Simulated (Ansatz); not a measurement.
Consider the formal exchange of groups at the Se–C bond: `COC[SeH]` + `ClBCl` → `ClB(Cl)[SeH]` + `COC`.

Gas-phase electronic energies from Ansatz, PBE0-D4/def2-TZVP geometries. CBS: MP2 limit from def2 TZ/QZ plus the TZ coupled-cluster correction, frozen cores. This one scheme is used for every species. For Se outer-core shells are correlated without core-valence functions, which leaves a few kJ/mol of doubt a bond. Scalar relativity is left out up to krypton. Each species was taken in one conformer, which may not be the lowest.

`COC[SeH]`:

Z-matrix (Å, degrees):
```
C
O 1 1.405
H 1 1.096 2 111.0
H 1 1.089 2 107.1 3 119.2
H 1 1.099 2 111.1 3 -121.6
C 2 1.379 1 114.1 3 64.8
Se 6 1.981 2 115.7 1 -70.8
H 6 1.095 2 112.5 1 52.0
H 6 1.089 2 107.5 1 173.0
H 7 1.468 6 95.9 2 92.0
```

`ClBCl`:

Cartesian coordinates in Å:
```
Cl -1.520 0.185 -0.673
B 0.093 0.084 -0.043
Cl 0.504 -1.105 1.150
H 0.923 0.836 -0.434
```

`ClB(Cl)[SeH]`:

Cartesian coordinates in Å:
```
Cl -0.588 -0.726 1.575
B -0.462 -0.232 -0.092
Cl -1.731 -0.646 -1.218
Se 1.036 0.770 -0.775
H 1.744 0.833 0.510
```

`COC`:

Cartesian coordinates in Å:
```
C -0.303 -0.334 1.070
O 0.546 0.516 0.353
C 0.367 0.394 -1.029
H -1.361 -0.111 0.869
H -0.106 -0.182 2.132
H -0.122 -1.390 0.822
H -0.659 0.653 -1.328
H 1.060 1.082 -1.515
H 0.579 -0.628 -1.375
```

```tsv
species	CCSD(T)/CBS(def2) energy (Eh)
`COC[SeH]`	-2555.56504
`ClBCl`	-945.02167
`ClB(Cl)[SeH]`	-3345.76079
`COC`	-154.86276
```

Work out ΔE.

ΔE = (-3345.76079) + (-154.86276) − (-2555.56504) − (-945.02167) = -0.03684 Eh = -1.00 eV.

Largest T1 diagnostic among the species: 0.012.

From PBE to PBE0 (25 % exact exchange), in def2-TZVPP and without D4, ΔE moves by −0.03 eV.
